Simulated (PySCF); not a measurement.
Computed XPS line lists of a few unrelated compounds.

Theory: delta-SCF UKS SCAN, pcX-2 on the ionised atom, pcseg-1 elsewhere, spin-free X2C in PySCF 2.14.0. Geometries: PBE0-D3(BJ)/def2-SVP; isolated species, one conformer each.

Line lists (1s up to Mg, 2p3/2 beyond, nothing for Ge; areas count atoms within a level, one atom standing for each set equivalent by bonding):
1. N 1s: 404.38 eV
2. C 1s: 290.40 (area 1), 290.88 (area 2), 291.05 (area 1), 291.43 (area 1), 294.57 (area 1) eV; O 1s: 538.53 eV; Si 2p3/2: 106.72 eV; Cl 2p3/2: 205.85 eV
3. B 1s: 196.51 (area 1), 198.23 (area 1) eV; N 1s: 405.74 eV; F 1s: 693.26 eV

Structures:
A. `[GeH2]([NH2])[NH2]` (GeH6N2)
B. `C[C@]1(C(=O)Cl)C[C@H]([SiH3])C1` (C6H11ClOSi)
C. `BNBF` (B2FH4N)

Problem. Match each list to its structure.

Solution. 
- 1 = A: no other candidate has this set of levels. N 1s: 404.38 nitrogen bonded to Ge and 2 H (×2).
- 2 = B: no other candidate has this set of levels. C 1s: 290.40 sp3 carbon bound to silicon, 290.88 four-membered-ring carbon (×2), 291.05 methyl carbon, 291.43 sp3 carbon next to a carbonyl, 294.57 acyl halide carbon; O 1s: 538.53 carbonyl oxygen; Si 2p3/2: 106.72 SiH3 silicon; Cl 2p3/2: 205.85 chlorine bonded to C.
- 3 = C: no other candidate has this set of levels. B 1s: 196.51 three-coordinate boron, 198.23 three-coordinate boron; N 1s: 405.74 boron-bound nitrogen; F 1s: 693.26 boron-bound fluorine.

Spin–orbit and ligand-field terms were added within each 2p shell after the spin-free SCF.
